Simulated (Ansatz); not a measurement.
Consider the formal exchange of groups at the Si–Si bond: `O=C[SiH2][SiH2][SiH3]` + `CO[SiH2]Cl` → `[SiH3]CO[SiH2]Cl` + `O=C[SiH2][SiH3]`.

Gas-phase electronic energies from Ansatz, PBE0-D4/def2-TZVP geometries. CBS: MP2 limit from def2 TZ/QZ plus the TZ coupled-cluster correction, frozen cores. Functionals use def2-TZVPP. B3LYP here is the variant with VWN-RPA as its local correlation; programs differ in this. Each species was taken in one conformer, which may not be the lowest.

Problem. Is it downhill or uphill in electronic energy at CCSD(T)/CBS, and by how much? (Best estimate.)

Solution. Ansatz gave: Uphill: ΔE = +7.2 kcal/mol.

Problem. What do these levels give: ωB97X-V, B3LYP, MP2/def2-TZVPP, SCS-MP2/def2-TZVPP, HF/def2-QZVPP, SCS-MP2/def2-QZVPP? (Best estimate.)

Solution. The calculation gave: ωB97X-V 7.3, B3LYP 5.9, MP2/def2-TZVPP 6.4, SCS-MP2/def2-TZVPP 5.7, HF/def2-QZVPP 4.7, SCS-MP2/def2-QZVPP 5.7 kcal/mol.

Largest T1 diagnostic among the species: 0.016.

In def2-TZVPP, CCSD(T) changes the Hartree–Fock value by +2.2 kcal/mol (the triples alone add +0.3 kcal/mol) and MP2 by +1.4 kcal/mol. The D4 term adds +1.2 kcal/mol with B3LYP and +0.6 kcal/mol with PBE0; it sums over pairs of atoms, weighted by their polarisabilities, and B3LYP, whose exchange is more repulsive, gets the larger term.
